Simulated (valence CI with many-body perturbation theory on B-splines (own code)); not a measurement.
**E1 transitions of S XI**

Calculated by configuration interaction combined with many-body perturbation theory (CI+MBPT): four valence electrons over a frozen Dirac-Fock core [He], a basis of 11 s, 11 p, 10 d, 8 f, 5 g, 2 h functions for each j, with the one-electron correlation potential Σ1, the two-electron term Σ2, the three-electron term Σ3, Breit, model QED; selected CI, second order for the rest, scaled by the run's own slope (own B-spline code, finite nucleus).

No measured levels were compared; by estimate levels of excited configurations hold to 0.05 to 0.15 % of their energy, terms of the ground configuration to about 0.5 %. Among the levels kept, up to 880 cm⁻¹ of a level comes from second order outside the variational space, and about a tenth of that is noise between levels of different J, which matters for small intervals.

Lines 201 to 250 of 529 in falling wavelength, among levels below 3112.3 × 10³ cm⁻¹, chosen from the strongest by gf and those to the six lowest levels. Wavelengths and rates use the calculated energies, so an error of 300 cm⁻¹ moves a line at 264.1 Å by 0.079 % and its rate by three times that or more. Electric multipoles are in the length gauge, E1 and E2 with the static RPA response of the core. Weak lines are less certain than strong ones. Lines between different terms over intervals too small for the method are left out, as are lines whose strength nearly cancels. The highest levels of a list are the least certain.

Names give the largest LS component (configuration and term), which can be under half, so a name can repeat, a term be missing and a line seem to break the LS rules; names also repeat where a configuration has a term twice. Letters in brackets count levels of one name in rising energy.

| λ vac (Å) | Upper | Lower | A (s⁻¹) | S (a.u.) |
| --- | --- | --- | --- | --- |
| 264.1 | 2p³3p ⁵P_2 | 2s2p²3p ⁵S°_2 | 2.30e+09 | 1.04e-01 |
| 263.0 | 2p³3p ⁵P_3 | 2s2p²3p ⁵S°_2 | 1.81e+09 | 1.14e-01 |
| 257.8 | 2s2p²3d ¹D_2 [a] | 2s²2p3d ¹D°_2 | 2.74e+09 | 1.16e-01 |
| 253.6 | 2p⁴ ³P_2 | 2s2p³ ³P°_2 | 2.81e+09 | 1.13e-01 |
| 253.6 | 2p⁴ ¹S_0 | 2s2p³ ¹P°_1 | 3.10e+10 | 2.49e-01 |
| 252.9 | 2p³3p ³P_2 | 2s2p²3p ³P°_2 [a] | 3.15e+09 | 1.26e-01 |
| 247.0 | 2s2p³ ³P°_1 | 2s²2p² ³P_2 | 2.69e+09 | 6.01e-02 |
| 246.8 | 2s2p³ ³P°_2 | 2s²2p² ³P_2 | 6.11e+09 | 2.27e-01 |
| 244.4 | 2p³3p ⁵P_2 | 2s2p²3p ⁵P°_3 | 4.56e+09 | 1.64e-01 |
| 243.5 | 2p³3p ³P_2 | 2s2p²3p ³D°_3 [a] | 1.08e+10 | 3.83e-01 |
| 243.4 | 2p³3p ⁵P_3 | 2s2p²3p ⁵P°_3 | 3.25e+09 | 1.62e-01 |
| 242.7 | 2s2p³ ³P°_0 | 2s²2p² ³P_1 | 7.79e+09 | 5.50e-02 |
| 242.7 | 2s2p³ ³P°_1 | 2s²2p² ³P_1 | 2.62e+09 | 5.56e-02 |
| 242.5 | 2p³3p ⁵P_1 | 2s2p²3p ⁵P°_2 | 5.67e+09 | 1.20e-01 |
| 242.5 | 2s2p³ ³P°_2 | 2s²2p² ³P_1 | 1.34e+09 | 4.73e-02 |
| 241.0 | 2p³3p ⁵P_3 | 2s2p²3p ⁵P°_2 | 2.31e+09 | 1.12e-01 |
| 241.0 | 2p³3p ⁵P_2 | 2s2p²3p ⁵P°_1 | 2.48e+09 | 8.58e-02 |
| 240.4 | 2p³3p ³P_1 | 2s2p²3p ³D°_2 [a] | 8.92e+09 | 1.84e-01 |
| 240.4 | 2p³3p ³P_2 | 2s2p²3p ³D°_2 [a] | 2.66e+09 | 9.11e-02 |
| 239.7 | 2s2p³ ³P°_1 | 2s²2p² ³P_0 | 2.37e+09 | 4.83e-02 |
| 239.0 | 2p³3p ⁵P_3 | 2s2p²3p ⁵D°_4 | 9.87e+09 | 4.65e-01 |
| 238.4 | 2p³3p ³P_1 | 2s2p²3p ³D°_1 [a] | 3.90e+09 | 7.82e-02 |
| 238.0 | 2p³3p ³P_0 | 2s2p²3p ³D°_1 [a] | 1.21e+10 | 8.08e-02 |
| 236.9 | 2p³3p ⁵P_2 | 2s2p²3p ⁵D°_3 | 5.69e+09 | 1.87e-01 |
| 236.2 | 2p³3s ⁵S°_2 | 2s2p²3s ⁵P_3 | 9.53e+09 | 3.10e-01 |
| 236.0 | 2p³3p ⁵P_3 | 2s2p²3p ⁵D°_3 | 3.82e+09 | 1.73e-01 |
| 234.9 | 2p³3s ³S°_1 | 2s2p²3s ³P_2 [a] | 1.49e+10 | 2.86e-01 |
| 234.6 | 2p³3p ⁵P_2 | 2s2p²3p ⁵D°_2 | 5.06e+09 | 1.61e-01 |
| 233.7 | 2p³3p ⁵P_1 | 2s2p²3p ⁵D°_1 | 5.52e+09 | 1.04e-01 |
| 232.9 | 2p³3s ⁵S°_2 | 2s2p²3s ⁵P_2 | 7.12e+09 | 2.22e-01 |
| 231.4 | 2p³3s ³S°_1 | 2s2p²3s ³P_1 [a] | 9.26e+09 | 1.70e-01 |
| 230.4 | 2p³3s ⁵S°_2 | 2s2p²3s ⁵P_1 | 4.43e+09 | 1.34e-01 |
| 228.5 | 2s2p²3s ³S_1 | 2s²2p3s ³P°_2 | 4.25e+09 | 7.51e-02 |
| 226.7 | 2s2p²3d ¹F_3 [b] | 2s²2p3d ¹F°_3 | 1.16e+10 | 4.69e-01 |
| 226.2 | 2s2p²3d ³D_3 [c] | 2s²2p3d ³F°_4 | 2.07e+09 | 8.27e-02 |
| 224.2 | 2s2p²3p ¹P°_1 [c] | 2s²2p3p ¹S_0 | 4.46e+09 | 7.45e-02 |
| 223.9 | 2s2p²3p ³D°_3 [c] | 2s²2p3p ³P_2 | 3.65e+09 | 1.42e-01 |
| 223.7 | 2s2p²3d ³D_3 [d] | 2s²2p3d ³P°_2 | 2.05e+09 | 7.92e-02 |
| 223.3 | 2s2p²3s ³S_1 | 2s²2p3s ³P°_1 | 7.40e+09 | 1.22e-01 |
| 222.8 | 2s2p²3d ³D_2 [c] | 2s²2p3d ³F°_3 | 2.95e+09 | 8.06e-02 |
| 222.6 | 2s2p²3d ³D_3 [c] | 2s²2p3d ³F°_3 | 4.12e+09 | 1.57e-01 |
| 222.3 | 2s2p²3p ³P°_2 [c] | 2s²2p3p ³D_3 | 3.90e+09 | 1.06e-01 |
| 220.2 | 2s2p²3d ³F_3 [c] | 2s²2p3d ³F°_4 | 5.66e+09 | 2.09e-01 |
| 220.2 | 2s2p²3p ³P°_1 [c] | 2s²2p3p ³D_2 | 5.94e+09 | 9.38e-02 |
| 219.8 | 2s2p²3d ³D_2 [c] | 2s²2p3d ³F°_2 | 4.65e+09 | 1.22e-01 |
| 219.7 | 2s2p²3d ³D_1 [c] | 2s²2p3d ³F°_2 | 1.07e+10 | 1.68e-01 |
| 219.4 | 2s2p²3d ³F_2 [c] | 2s²2p3d ³F°_3 | 8.57e+09 | 2.23e-01 |
| 219.3 | 2s2p²3p ³P°_2 [d] | 2s²2p3p ³P_2 | 7.62e+09 | 1.98e-01 |
| 219.3 | 2s2p²3d ³F_4 [c] | 2s²2p3d ³F°_4 | 9.92e+09 | 4.64e-01 |
| 219.2 | 2s2p²3p ³P°_1 [c] | 2s²2p3p ³D_1 | 4.64e+09 | 7.23e-02 |
